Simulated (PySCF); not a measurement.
# Dipole response of Te³¹⁺ (tellurium, charge +31)

[Ar] 3d3, high-spin 4F determinant. Calculation: PySCF 2.14, in an even-tempered Gaussian basis (18 s from 4.4 bohr⁻², ratio 2.5; 12 p from 5.7 bohr⁻², ratio 2.5; 8 d from 5.7 bohr⁻², ratio 2.5; 4 f from 22 bohr⁻², ratio 2.7; 3 g from 33 bohr⁻², ratio 2.7); the spin-free X2C one-electron Hamiltonian (Gaussian nucleus). Coupled (time-dependent) response in atomic units; α is the mean over directions.

| method | mean α (bohr³) | C₆ (like pair) | S(−4) |
| --- | --- | --- | --- |
| UHF | 0.01578 | 0.002672 | 0.0001502 |

S(−4) is the Cauchy moment in α(ω) = α(0) + S(−4) ω² + …

Spin-orbit coupling is absent.

α(iu) at UHF:

```csv
u (hartree),α(iu) (bohr³)
0,0.01578
1.00,0.01564
2.00,0.01521
4.00,0.01379
6.00,0.01207
8.00,0.01047
10.0,0.009121
15.0,0.006831
20.0,0.005494
30.0,0.003989
50.0,0.002476
```

For an ion, C₆ is the dispersion term alone; charge-induced terms of lower order in 1/R come first.

Spin-orbit coupling, absent here, splits the open shell strongly.
